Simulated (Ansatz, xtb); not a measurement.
# Ranking isomers of H10OSi4

4 gas-phase structures of H10OSi4, from a drawn sample of its isomers (lower ones may exist). Each was relaxed with GFN2-xTB; where two conformers were screened, the lower at r2SCAN-D4/def2-SVP//GFN2-xTB is listed:

A. `O[SiH2][SiH2][SiH2][SiH3]`, a singlet
B. `O[Si]([SiH3])([SiH3])[SiH3]`, a singlet
C. `O[SiH2][SiH]([SiH3])[SiH3]`, a singlet
D. `O[Si@@H]([SiH3])[SiH2][SiH3]`, a singlet

Q: Make a reasoned guess at their ranking by r2SCAN-D4/def2-SVP//GFN2-xTB single-point energy.

A: Calculated order at r2SCAN-D4/def2-SVP//GFN2-xTB: C (0.0), A (5.2), D (14.6), B (17.0) kJ/mol. Less than 1 kcal/mol parts D and B, so the order within that pair means little.

Energies above the lowest of each column, in kJ/mol; the last columns are at r2SCAN-D4/def2-SVP geometries:

```json
{"structure": "C", "GFN2-xTB": "6.0", "HF/STO-3G": "0.0", "r2SCAN-D4/def2-SVP//GFN2-xTB": "0.0", "r2SCAN-D4/def2-SVP": "0.0", "CCSD(T)/def2-SVP + ΔMP2/def2-TZVPP": "0.0"}
{"structure": "A", "GFN2-xTB": "0.0", "HF/STO-3G": "0.5", "r2SCAN-D4/def2-SVP//GFN2-xTB": "5.2", "r2SCAN-D4/def2-SVP": "1.3", "CCSD(T)/def2-SVP + ΔMP2/def2-TZVPP": "5.0"}
{"structure": "D", "GFN2-xTB": "8.0", "HF/STO-3G": "4.4", "r2SCAN-D4/def2-SVP//GFN2-xTB": "14.6", "r2SCAN-D4/def2-SVP": "15.8", "CCSD(T)/def2-SVP + ΔMP2/def2-TZVPP": "13.0"}
{"structure": "B", "GFN2-xTB": "10.8", "HF/STO-3G": "15.7", "r2SCAN-D4/def2-SVP//GFN2-xTB": "17.0", "r2SCAN-D4/def2-SVP": "18.3", "CCSD(T)/def2-SVP + ΔMP2/def2-TZVPP": "17.2"}
```

CCSD(T)/def2-SVP + ΔMP2/def2-TZVPP puts C lowest; GFN2-xTB picks A. Flexible structures stand in one conformer each, not always the lowest. ΔMP2 is the change of the MP2 energy from the smaller to the larger basis.

Over these structures GFN2-xTB departs from r2SCAN-D4/def2-SVP//GFN2-xTB by 4.5 kJ/mol on average once a common shift is removed. A GFN2-xTB relaxation took about 0.28 s and the r2SCAN-D4/def2-SVP//GFN2-xTB energy about 3.1 s on a shared host (Ansatz 0.2.0, xtb 6.7.1).
